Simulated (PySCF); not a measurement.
V(O)(OH)3 (H₃O₄V), SMILES [OH][V]([OH])(=[O])[OH], multiplicity 1. Geometry: PBE-D3(BJ)/def2-SVP. The multiplicity is an assumed one; other spin states were not compared. One conformer was computed; it need not be the lowest.

### Question
Give the equilibrium geometry at PBE-D3(BJ)/def2-SVP (PySCF confirms it by a frequency run) as a Z-matrix, and its point group. (An estimate is asked for; the answer gives what the named calculation found.)

### Answer
One answer among several that fit: point group C3v.
```
V
O 1 1.5743
O 1 1.7756 2 109.35
H 3 0.9759 1 118.83 2 0.00
O 1 1.7756 2 109.35 3 -120.00
H 5 0.9759 1 118.83 2 0.00
O 1 1.7756 2 109.35 3 120.00
H 7 0.9759 1 118.83 2 0.00
```
Charge 0, spin multiplicity 1.
